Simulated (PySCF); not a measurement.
# Radial density of Bi- (bismuth, charge -1)

PW91, [Xe] 4f14 5d10 6s2 6p4, high-spin 3P determinant. All numbers are calculated (PySCF 2.14, scalar relativity through the core potential, in aug-cc-pVTZ-PP with one added diffuse shell each of d, f type with ECP60MDF (6s5p5d3f, 67 functions)). This is the valence pseudo-density: the core potential removes the inner electrons and smooths the orbitals near the nucleus.

```tsv
r (bohr)	4πr²ρ (e/bohr)	4πr²(ρα − ρβ)
0.00953	1.640e-05	0.0000
0.0160	4.016e-05	0.0000
0.0270	7.877e-05	0.0000
0.0453	0.0001093	0.0000
0.0763	0.0001929	0.0000
0.128	0.001080	0.0000
0.216	0.01588	0.0001
0.363	0.5228	0.0036
0.611	10.97	0.0798
1.03	19.91	-0.0167
1.73	6.028	0.4011
2.91	1.979	0.7172
4.89	0.4481	0.1944
8.22	0.05143	0.0109
13.8	0.0002529	0.0000
```

Energies and moments cover only the electrons outside the core potential. Spin-orbit coupling is strong in this species (close to jj coupling), so the high-spin LS determinant is a model state, not a physical level. At PW91 the highest occupied level has a positive energy, so only the finite basis holds that electron; in a semilocal or global hybrid functional this comes from self-interaction and does not mean that the real anion is unbound.

Where is the radial spin density 4πr²(ρα − ρβ) most negative, and why is it negative at all?

Around r = 1.03 bohr, down to -0.0167 e/bohr: exchange with the open shell polarises the paired shells in an unrestricted calculation.
